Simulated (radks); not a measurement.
The numbers below are computed, except where a source is named.
Ionisation of Cu+, [Ar] 3d10, to Cu2+, [Ar] 3d9, under several functionals. Scalar-relativistic Kohn-Sham, spin-polarised, spherical densities, point nucleus; open shells are filled with parallel spins first; a radial shooting solver on a logarithmic mesh with Libxc functionals.

[
 {"functional": "AM05", "E(Cu+) (hartree)": "-1652.12545", "Exc (hartree)": "-64.92064", "IE (eV)": "21.056", "-e(HOMO) (eV)": "13.638", "<r> HOMO (bohr)": "1.013", "IE error (eV)": "+0.764"},
 {"functional": "PW91", "E(Cu+) (hartree)": "-1654.95518", "Exc (hartree)": "-67.79686", "IE (eV)": "21.173", "-e(HOMO) (eV)": "13.750", "<r> HOMO (bohr)": "1.014", "IE error (eV)": "+0.881"},
 {"functional": "PBE", "E(Cu+) (hartree)": "-1654.54974", "Exc (hartree)": "-67.38090", "IE (eV)": "21.070", "-e(HOMO) (eV)": "13.659", "<r> HOMO (bohr)": "1.015", "IE error (eV)": "+0.778"},
 {"functional": "BP86", "E(Cu+) (hartree)": "-1655.05792", "Exc (hartree)": "-67.89800", "IE (eV)": "21.181", "-e(HOMO) (eV)": "13.781", "<r> HOMO (bohr)": "1.013", "IE error (eV)": "+0.889"},
 {"functional": "Wu-Cohen GGA", "E(Cu+) (hartree)": "-1654.10500", "Exc (hartree)": "-66.93412", "IE (eV)": "21.079", "-e(HOMO) (eV)": "13.659", "<r> HOMO (bohr)": "1.013", "IE error (eV)": "+0.787"},
 {"functional": "SOGGA", "E(Cu+) (hartree)": "-1652.98525", "Exc (hartree)": "-65.79243", "IE (eV)": "20.917", "-e(HOMO) (eV)": "13.511", "<r> HOMO (bohr)": "1.014", "IE error (eV)": "+0.625"},
 {"functional": "HCTH/407", "E(Cu+) (hartree)": "-1655.62597", "Exc (hartree)": "-68.60102", "IE (eV)": "21.430", "-e(HOMO) (eV)": "13.949", "<r> HOMO (bohr)": "1.003", "IE error (eV)": "+1.137"},
 {"functional": "OLYP", "E(Cu+) (hartree)": "-1655.27185", "Exc (hartree)": "-68.19196", "IE (eV)": "21.005", "-e(HOMO) (eV)": "13.544", "<r> HOMO (bohr)": "1.008", "IE error (eV)": "+0.712"},
 {"functional": "exchange-only B88", "E(Cu+) (hartree)": "-1653.55531", "Exc (hartree)": "-66.34901", "IE (eV)": "20.040", "-e(HOMO) (eV)": "12.754", "<r> HOMO (bohr)": "1.022", "IE error (eV)": "-0.252"}
]

NIST Atomic Spectra Database: 20.292 eV (measured). Closest: exchange-only B88. The Delta-SCF values span 1.39 eV, the total energies 3.50 hartree. The highest occupied level is 3d. Open shells are spherical and high-spin; term and fine-structure splittings are not resolved.
